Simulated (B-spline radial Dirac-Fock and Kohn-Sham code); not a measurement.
## Magnetic form factor of the 4d shell of Au³⁹⁺

System: Au³⁹⁺, [Kr] 4d4.

Calculated with a radial atomic solver, using Dirac-Fock orbitals of the configuration average with a finite nucleus. ⟨j_K⟩ is the integral of the 4d radial density with the spherical Bessel function j_K(4πsr), s = sin θ/λ.

```csv
s (Å⁻¹),⟨j0⟩,⟨j2⟩,⟨j4⟩
0,1.0000,0.0000,0.0000
0.05,0.9969,0.0013,0.0000
0.1,0.9875,0.0050,0.0000
0.15,0.9720,0.0111,0.0000
0.2,0.9508,0.0195,0.0001
0.25,0.9240,0.0300,0.0003
0.3,0.8922,0.0422,0.0007
0.35,0.8558,0.0560,0.0012
0.4,0.8155,0.0710,0.0020
0.45,0.7717,0.0869,0.0032
0.5,0.7252,0.1034,0.0047
0.6,0.6266,0.1366,0.0090
0.7,0.5250,0.1679,0.0154
0.8,0.4251,0.1951,0.0238
0.9,0.3312,0.2162,0.0343
1,0.2466,0.2301,0.0464
1.1,0.1736,0.2363,0.0596
1.2,0.1133,0.2348,0.0733
1.4,0.0315,0.2122,0.0991
1.6,-0.0051,0.1714,0.1185
```

Radial moments of the shell: ⟨r²⟩ = 0.1708, ⟨r⁴⟩ = 0.04258, ⟨r⁶⟩ = 0.01398 in powers of bohr.
